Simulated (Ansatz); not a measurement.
A made-up structure of HTeO2, doublet:

| atom | x (Å) | y (Å) | z (Å) |
| --- | --- | --- | --- |
| O1 | 0.4266 | -0.2472 | 1.3711 |
| Te2 | -0.9784 | 0.4483 | 0.4210 |
| O3 | -0.1903 | 0.1222 | -0.9713 |
| H4 | 0.7422 | -0.3233 | -0.8208 |

It is relaxed with PBE-D4/def2-SVP and then PBE0-D4/def2-TZVP (Ansatz 0.2.0). Atoms count as bonded within 1.22 times the sum of their covalent radii (H–H: 0.88 Å). The end point is not checked to be a true minimum.

(1) Does its bonding change? (Judge from chemistry; the calculation decides.)

Results:

(1) By the calculation: No: no bond forms or breaks.

Where it ends: The first stage lowers the energy by 2.87 eV in 6 steps. It ends as HTeO₂ ([O][Te][OH]):
```
atom    x (Å)    y (Å)    z (Å)
  O1   0.3427  -0.2173   1.6627
 Te2  -0.9293   0.4202   0.5651
  O3  -0.1384   0.1048  -1.1834
  H4   0.7250  -0.3078  -1.0444
```

Labels in which every atom is bracketed show which atoms are joined, not bond orders.

For scale, one of the runs: PBE0-D4/def2-TZVP relaxation, 118 basis functions, launched by `ansatz run in.yaml --threads 2 --pin off --events-out ev --progress --plain --max-ram 4352MiB`. The run took about 26 s on 2 CPU threads of an Arm Neoverse V1 (shared host).
